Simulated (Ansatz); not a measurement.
Basis-set extrapolation for CH7FO3Si2, SMILES `O[SiH](O)C[SiH](O)F` (PBE0-D4/def2-TZVP geometry, frozen core, the Gaussian-basis code of Ansatz). Multiplicity 1, RHF reference.

```tsv
	def2-TZVPP	def2-QZVPP
HF	-944.288842	-944.325556
MP2 correlation	-1.382172	-1.496834
CCSD(T) correlation	-1.466222	not run
```

Energies in hartree. Use E(X) = E(∞) + A·exp(−7.88·√X) for Hartree–Fock and E(X) = E(∞) + B·X^(−2.97) for correlation, with X = 3 and 4, and add CCSD(T) minus MP2 of the smaller set to the MP2 limit.

Q: What is the CCSD(T) energy at the basis-set limit?

A: HF limit: -944.325556 + (-0.036714) × 0.13774 = -944.33061. MP2 limit: -1.496834 + (-0.114662) × 0.74074 = -1.58177. Higher-order term: -1.466222 − (-1.382172) = -0.08405. Total: -945.99643 hartree, 151.5 kcal/mol below CCSD(T)/def2-TZVPP.
